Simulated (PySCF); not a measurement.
Problem. Give a GFN2-xTB geometry of `C#CC(=O)CCC=C`.

Solution. 
```
atom  x, y, z in Å
C1     3.6626    1.2503    0.9740
C2     2.8090    0.6146    0.4178
C3     1.7981   -0.1537   -0.2668
O4     2.0447   -0.8798   -1.1968
C5     0.4185    0.0582    0.3176
C6    -0.6557   -0.7054   -0.4590
C7    -2.0061   -0.5045    0.1489
C8    -3.0265    0.0556   -0.4721
H9     4.4024    1.8106    1.4673
H10    0.4434   -0.2636    1.3634
H11    0.2050    1.1309    0.3181
H12   -0.6570   -0.3733   -1.4985
H13   -0.4021   -1.7690   -0.4479
H14   -2.1109   -0.8476    1.1707
H15   -3.9862    0.1813   -0.0004
H16   -2.9465    0.4045   -1.4887
```

Any rigid rotation of these coordinates is as good. Atoms count from 1 in this order. The C–C distances run from 1.201 Å (C1≡C2, drawn triple) to 1.530 Å (C5–C6, drawn single), a spread of 0.329 Å. Of the pairs four or more bonds apart, O4···H13 is among the closest relative to their van der Waals radii: 2.71 Å, 100 % of the sum of Bondi's values.

Bonds between heavy atoms (Å): C1≡C2 1.201, C2–C3 1.442, C3=O4 1.205, C3–C5 1.513, C5–C6 1.530, C6–C7 1.494, C7=C8 1.319.

Computed geometry: GFN2-xTB, gas phase.

Point group: C1 (no symmetry element, even within 0.4 Å). GFN2-xTB frequencies: not computed here. The numbers are those of one conformer (C2–C3–C5–C6 177°, C3–C5–C6–C7 179°, C5–C6–C7–C8 118°).
